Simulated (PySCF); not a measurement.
Gas-phase reaction: 3 InCH3 + C3H6 (propylene) → 3 InH3 + 2 C3H3 (propargyl), at 800 K and a standard pressure of 1 bar. Level: B3LYP/def2-TZVP†.

Energies from PySCF, thermal terms from the rigid-rotor harmonic-oscillator model, ideal gas at 1 bar. † marks an energy on the PBE0/def2-TZVP geometry and frequencies. Open shells (unrestricted): C3H3 (propargyl) (multiplicity 2); the rest are closed-shell singlets. B3LYP is the form with VWN-RPA correlation. In: scalar-relativistic def2 core potential, no spin-orbit coupling. InCH3, InH3: computed as isolated molecules; such fragments, hydroxides, amides, oligomers or adducts are transient or little studied in the gas. The harmonic model lacks anharmonicity and excited electronic states, which grow with temperature; levels with a mode under 35 cm⁻¹ are left out. Internal rotation in C3H6 (propylene) is treated as a harmonic vibration of one conformer, which makes the entropy rough.

| species | E (Ha) | H(800 K) − E (kJ/mol) | S°(800 K) (J/mol/K) |
|---|---|---|---|
| InCH3 | -230.12882 | 132.1 | 321.6 |
| C3H6 (propylene) | -117.95777 | 272.4 | 357.3 |
| InH3 | -191.96583 | 83.8 | 284.4 |
| C3H3 (propargyl) | -116.05238 | 161.8 | 331.1 |
E: electronic energy; H − E holds the zero-point and thermal terms. 1 Ha = 2625.5 kJ/mol.

### Question
Work out ΔH°, ΔS°, ΔG° and log10 K from these numbers.

### Answer
1. ΔE = 3×(-191.96583) + 2×(-116.05238) − 3×(-230.12882) − 1×(-117.95777) = 0.34198 Ha = 897.9 kJ.
2. Δ(H − E) = 3×(83.8) + 2×(161.8) − 3×(132.1) − 1×(272.4) = -93.7 kJ, so ΔH° = 804.2 kJ.
3. ΔS° = 3×(284.4) + 2×(331.1) − 3×(321.6) − 1×(357.3) = 193.3 J/K; the number of gas molecules changes by +1.
4. ΔG° = ΔH° − TΔS° = 804.2 − 800×(193.3)/1000 = 649.6 kJ.
5. log10 K = −ΔG°/(RT ln 10) = -42.40, with RT ln 10 = 15.32 kJ/mol; at standard pressures the reactants are favoured.
6. A shift of 10 kJ in ΔE would move log10 K by 0.65 here.
For scale, ΔH°(298 K) is 784 kJ at this level, 769 kJ at ωB97M-V/def2-TZVP†, and runs from 619 to 919 kJ over the 18 levels computed.
